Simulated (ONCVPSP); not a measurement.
**Before and after: ONCV potential for O (Z = 8)**

O (Z = 8), optimised norm-conserving Vanderbilt (ONCV), made with ONCVPSP 4.0.1 (LDA (Perdew-Wang 92), scalar-relativistic). Core [He], reference 2s2 2p2 (charge +2). Waves: 2s: rc 0.75 bohr, ncon 3, nbas 8, qcut 9.9 1/bohr, 2 projectors, debl 4 Ha; 2p: rc 1.15 bohr, ncon 4, nbas 7, qcut 11.4 1/bohr, 2 projectors, debl 1.1 Ha. Local part: polynomial inside 0.70 bohr (lpopt 5, dvloc0 0 Ha). Core correction: none.

In the p channel the program set the typed energies aside and used -1.593, 0.250 Ha.

Change: core correction Teter function, fcfact 3.75, rcfact 1.7.

Cutoffs: the cutoffs (Ha) at which the residual kinetic energy of the hardest occupied pseudo-wave falls to 1 and 0.1 mHa per electron; they do not see the model core or the augmentation charge, which bear on the density cutoff. Errors are all-electron minus pseudo energies relative to the spin-unpolarised reference configuration.

Question: How do hardness, ghosts and transferability respond?

Answer: The potential gets neither clearly harder nor softer (47 Ha and 74 Ha → 47 Ha and 74 Ha); of the 4 tests that both files solve, the error grows in 0 and shrinks in 4 by more than 15 % and 0.3 meV (median size 79.3 → 40.1 meV); neither file shows a bound ghost. Exchange and correlation are not linear in the density, so unscreening with the valence charge alone errs where core and valence overlap; a model core restores that term. A model core, the more so a compact one, raises the density cutoff, which this test does not measure.

| quantity | base | changed |
| --- | --- | --- |
| cutoff, loose | 47 Ha | 47 Ha |
| cutoff, tight | 74 Ha | 74 Ha |
| bound ghosts | none | none |
| GHOST(+) flags under 300 eV | none | none |
| error for 2s2 2p4, meV [ΔE -50.30 eV] | +73 | +41 |
| error for 2s2 2p3, meV [ΔE -33.71 eV] | +33 | +18 |
| error for 2s2 2p1, meV [ΔE 53.97 eV] | +86 | +39 |
| error for 2s0 2p6, meV [ΔE -21.07 eV] | +243 | +162 |
| s: phases at 0.76 bohr within 0.05 rad from the reference energy up to (Ha; the scan ends near 5) | to the end of the scan | to the end of the scan |
| p: phases at 1.16 bohr within 0.05 rad from the reference energy up to (Ha; the scan ends near 5) | to the end of the scan | to the end of the scan |
